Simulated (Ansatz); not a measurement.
Consider the ligand exchange at a Ga–C bond: `N=[CH][GaH][OH]` + `[NH2][InH2]` → `[OH][GaH][NH][InH2]` + `C=N`.

Calculated with Ansatz (gas phase, PBE0-D4/def2-TZVP geometries, no zero-point term in ΔE). CCSD(T)/CBS adds triple-zeta CCSD(T) − MP2 to the extrapolated MP2 energy (def2 sets, frozen cores). This one scheme is used for every species. DFT in def2-TZVPP. def2 core potentials past Kr. For Ga, In outer-core shells are correlated without core-valence functions, which leaves a few kJ/mol of doubt a bond. Scalar relativity is left out up to krypton. Each species was taken in one conformer, which may not be the lowest.

| level | ΔE (kJ/mol) |
| --- | --- |
| r2SCAN-D4 | -72.5 |
| ωB97X-V | -73.3 |

Problem. What does CCSD(T)/CBS give? (Estimate.)

Solution. The calculation gave: -81.1 kJ/mol. The listed levels differ from it by 8.6, 7.8 kJ/mol.

Largest T1 diagnostic among the species: 0.016.

Leaving LDA and LC-ωPBE aside and taking each functional with its dispersion term where it has one, the values, not all of them listed here, spread over 15.2 kJ/mol, from PBE-QIDH to revPBE-D4. At CCSD(T), def2-SVP lies −11.8 kJ/mol from the extrapolated value and def2-TZVPP −0.3 kJ/mol.
